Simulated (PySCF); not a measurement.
## Br²⁴⁺: ionisation energy

Br²⁴⁺ [Ne] 3s1 [3s1/2^1, M_J = 1/2] → Br²⁵⁺ [Ne], as a difference of total energies. Computed with PySCF 2.14 in an even-tempered Gaussian basis (19 s from 3.2 bohr⁻², ratio 2.4; 13 p from 4.2 bohr⁻², ratio 2.4; 5 d from 14 bohr⁻², ratio 2.6; 4 f from 21 bohr⁻², ratio 2.6), with the two-component X2C-1e Hamiltonian. Correlated levels: 1s2 frozen; the 52 highest virtual spinors dropped. "Screened" scales the spin-orbit matrix elements by Boettger's factors to mimic the two-electron term; Breit and QED terms are absent.

```tsv
method	ionisation energy (eV)
GHF (screened spin-orbit)	1118.5
GMP2 (screened spin-orbit)	1119.2
```

Breit and QED terms and the two-electron picture change are absent.

For comparison: 1119.2 eV (semi-empirical (NIST evaluation); NIST Atomic Spectra Database, ionization energies).
